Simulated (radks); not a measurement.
Values are calculated unless marked as measured or tabulated.
Species: Cd14+. Configuration: [Ar] 3d9.75 4s2 4p4.25 (fractional occupations, a model configuration).

Code: a radial shooting solver on a logarithmic mesh with Libxc functionals. Model: Dirac Kohn-Sham, LDA (Slater exchange, Perdew-Wang correlation), spin-unpolarised, spherical densities, finite nucleus; open shells fill j = l - 1/2 first; Fermi nuclear charge, rms radius 4.6087 fm.

Energy parts (Ry):
part                        energy
total                 -11035.66193
kinetic                11578.39078
electron-nucleus      -25932.68931
Hartree                 3593.76137
exchange-correlation    -275.12478

Orbitals (lengths in bohr, moments of r in powers of bohr):
orbital,occ.,eigenvalue (Ry),<1/r>,small-component weight
1s1/2,2,-1971.192,50.59,3.09e-02
2s1/2,2,-314.1292,11.69,6.50e-03
2p1/2,2,-294.3953,11.67,6.52e-03
2p3/2,4,-280.2602,10.94,6.25e-03
3s1/2,2,-77.87670,4.135,1.88e-03
3p1/2,2,-69.98267,4.049,1.83e-03
3p3/2,4,-67.40366,3.869,1.75e-03
3d3/2,4,-53.47438,3.720,1.64e-03
3d5/2,5.75,-52.94273,3.673,1.62e-03
4s1/2,2,-28.97212,1.774,6.13e-04
4p1/2,2,-26.14477,1.698,5.75e-04
4p3/2,2.25,-25.53891,1.647,5.58e-04
4d3/2,0,-20.84733,1.502,4.81e-04
4d5/2,0,-20.73437,1.491,4.77e-04
4f5/2,0,-15.59854,1.235,3.27e-04
4f7/2,0,-15.58337,1.232,3.27e-04
5s1/2,0,-14.81464,0.9604,2.82e-04
5p1/2,0,-13.63516,0.9207,2.67e-04
5p3/2,0,-13.40785,0.9007,2.61e-04

The highest occupied level is 4p3/2 at -347.47 eV. The electron density at the nucleus is 1.59e+05 e/bohr^3. The density falls to 0.001 e/bohr^3 at r = 1.88 bohr. Summed over all electrons, <r^2> = 7.255 bohr^2, which gives a Langevin (diamagnetic) susceptibility term of -5.75 x 10^-6 cm^3/mol.
